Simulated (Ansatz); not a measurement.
Species: BH₂Br, charge 0, singlet. BH2Br (bromoborane, SMILES BBr).
B3LYP-D3(BJ)/def2-TZVP minimum from Ansatz (a program for electronic structure):
```xyz
4

B     -0.8258    -1.3009     0.2414
H     -0.4243    -2.0667     1.0495
H     -1.8110    -1.4546    -0.3960
Br     0.1818     0.2864    -0.0532
```
Charge 0, spin multiplicity 1.

Total energies in cc-pVQZ, 12 correlated electrons, 15 frozen orbitals. UHF or UKS for unpaired electrons; spin-orbit terms are left out. Correlated methods leave the cores frozen (noble-gas shells, and filled d and f shells in the p block). No relativity. Spin-orbit terms, left out, reach several kcal/mol for Br and I, and more for heavier atoms.

```tsv
method	program	energy (Eh)	minus CCSDT(Q) (mEh)
HF	Ansatz	-2598.33972	329.81
MP2	Ansatz	-2598.62913	40.40
CCSD	Ansatz	-2598.65546	14.07
CCSD(T)	Ansatz	-2598.66821	1.32
CCSDT(Q)	Ansatz	-2598.66953	0.00
```

Rough core times of Ansatz's runs on a shared machine: CCSD(T) under 20 s, CCSDT(Q) 20 min.
